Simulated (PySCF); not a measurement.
Si(Cl)2(OH)(NH2), SMILES N[Si](O)(Cl)Cl (H₃Cl₂NOSi), singlet, CAM-B3LYP/def2-SVP optimised geometry.

```
8

N     -0.87     0.83     0.00
Si    -0.33    -0.77     0.00
O      1.30    -0.77     0.00
Cl    -1.14    -1.69    -1.65
Cl    -0.92    -1.90     1.63
H     -0.46     1.54     0.60
H     -1.75     1.11    -0.42
H      1.75    -1.54     0.37
```

Density from CAM-B3LYP/def2-TZVP (PySCF) at that geometry.

Minimum of the electron density along straight lines between bonded atoms, close to the bond critical point (lines longer than 1.1 times the sum of covalent radii, or with two minima, are not listed):

```json
[
 {"bond": "N1–Si2", "length / Å": "1.686", "ρ at the minimum / e bohr⁻³": "0.146", "∇²ρ there / e bohr⁻⁵": "___", "position (fraction from the first atom)": "0.60"},
 {"bond": "Si2–O3", "length / Å": "1.638", "ρ at the minimum / e bohr⁻³": "0.144", "∇²ρ there / e bohr⁻⁵": "0.83", "position (fraction from the first atom)": "0.41"},
 {"bond": "Si2–Cl4", "length / Å": "2.055", "ρ at the minimum / e bohr⁻³": "0.102", "∇²ρ there / e bohr⁻⁵": "___", "position (fraction from the first atom)": "0.36"},
 {"bond": "Si2–Cl5", "length / Å": "2.072", "ρ at the minimum / e bohr⁻³": "0.099", "∇²ρ there / e bohr⁻⁵": "___", "position (fraction from the first atom)": "0.36"},
 {"bond": "N1–H6", "length / Å": "1.013", "ρ at the minimum / e bohr⁻³": "0.330", "∇²ρ there / e bohr⁻⁵": "-1.65", "position (fraction from the first atom)": "0.74"},
 {"bond": "N1–H7", "length / Å": "1.012", "ρ at the minimum / e bohr⁻³": "0.331", "∇²ρ there / e bohr⁻⁵": "-1.66", "position (fraction from the first atom)": "0.74"},
 {"bond": "O3–H8", "length / Å": "0.963", "ρ at the minimum / e bohr⁻³": "0.350", "∇²ρ there / e bohr⁻⁵": "-2.39", "position (fraction from the first atom)": "0.81"}
]
```

Task: Complete the blanks.

Result: 
- N1–Si2, ∇²ρ there / e bohr⁻⁵: 0.61
- Si2–Cl4, ∇²ρ there / e bohr⁻⁵: 0.21
- Si2–Cl5, ∇²ρ there / e bohr⁻⁵: 0.19
